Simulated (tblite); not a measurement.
C4H9NO2Si.
Cartesian coordinates in Å at the GFN2-xTB level; atoms count from 1:
```
atom  x, y, z in Å
C1    -1.8320    1.0894   -0.4907
N2    -0.9332    0.0647   -0.0228
C3    -1.3423   -1.2694   -0.3916
Si4    0.6785    0.4366    0.3768
O5     0.6612    1.9655    0.9262
C6     2.2466   -0.2266   -0.4675
C7     2.4032   -0.9545    0.6347
O8     1.3505   -0.6828    1.4833
H9    -1.4709    2.0541   -0.1526
H10   -1.8992    1.0962   -1.5839
H11   -2.8309    0.9146   -0.0842
H12   -1.3626   -1.4001   -1.4796
H13   -0.6535   -1.9913    0.0374
H14   -2.3454   -1.4614   -0.0026
H15    1.3199    2.2236    1.5662
H16    2.8661   -0.1861   -1.3407
H17    3.1372   -1.6604    0.9818
```

Calculated harmonic vibrations of the isolated species, GFN2-xTB (tblite), most abundant isotopes, no scaling. Errors from tens to a few hundred cm⁻¹ against measured bands are possible. One conformer, not necessarily the lowest.

Harmonic wavenumbers (cm⁻¹): 58.1, 104.5, 132.7, 159.4, 171.1, 199.9, 222.4, 241.3, 282.4, 312.5, 346.0, 442.3, 539.3, 587.2, 736.3, 748.7, 834.6, 845.8, 860.8, 918.6, 1042.5, 1059.0, 1064.8, 1074.9, 1090.7, 1127.3, 1211.6, 1216.1, 1330.3, 1411.7, 1420.4, 1475.6, 1484.3, 1491.4, 1502.9, 1600.1, 2907.1, 2912.9, 2959.5, 2962.7, 3047.4, 3074.3, 3099.8, 3148.0, 3667.6.

A = 2808, B = 1484, C = 1163 MHz; mass 131.040 u (most abundant isotopes); point group C1, symmetry number 1.

Question: Zero-point energy?

Answer: Half the sum of the wavenumbers: 28563 cm⁻¹ = 341.69 kJ/mol.

Question: Give the ideal-gas entropy at 298.15 K and 1 bar in the rigid-rotor, harmonic-oscillator model (classical rotation).

Answer: Translation 169.66, rotation 119.60, vibration 122.70: S = 412.0 J/(mol K).

Question: And Cp and H(298.15 K) − H(0)?

Answer: Cp = 159.53 J/(mol K), of which vibrations give 126.28 (their classical limit is 45 R = 374.2); H(298.15 K) − H(0) = 29.80 kJ/mol without the zero-point energy, 19.88 from vibrations.

Question: How do the functions run with temperature in this model?

Answer: 
```tsv
T (K)	S (J/(mol K))	Cp (J/(mol K))	H − H(0) (kJ/mol)	G − H(0) (kJ/mol)	ln q(vib)
100	284.7	83.0	5.39	-23.09	1.34
200	355.8	124.1	15.87	-55.29	4.05
300	413.0	160.2	30.09	-93.79	6.79
500	510.4	223.6	68.79	-186.42	11.98
800	629.9	284.3	145.79	-358.16	19.11
1000	696.4	310.7	205.42	-490.93	23.42
```

q(vib) and H(0) count from the zero-point level.

Question: Blend soft modes into free rotors: weight 1/[1 + (100 cm⁻¹/ν̃)⁴] for the oscillator and the rest for a rotor with moment μB/(μ + B), μ = h/(8π²ν), B = 10⁻⁴⁴ kg m². What vibrational entropy results?

Answer: 117.04 J/(mol K) in place of 122.70, which changes −T·S at 298.15 K by +1.69 kJ/mol.

Question: Which modes carry the vibrational entropy at 298.15 K?

Answer: 58.1 cm⁻¹: 18.91; 104.5 cm⁻¹: 14.09; 132.7 cm⁻¹: 12.16; 159.4 cm⁻¹: 10.70; 171.1 cm⁻¹: 10.14; 199.9 cm⁻¹: 8.93 J/(mol K); the other 39 give 47.77 together.

Hindered rotation and anharmonicity are outside this model. Other conformers, if any are populated, would add a mixing term that is left out. The structure is chiral; the term R ln 2 for an equal mix with its mirror image is left out.
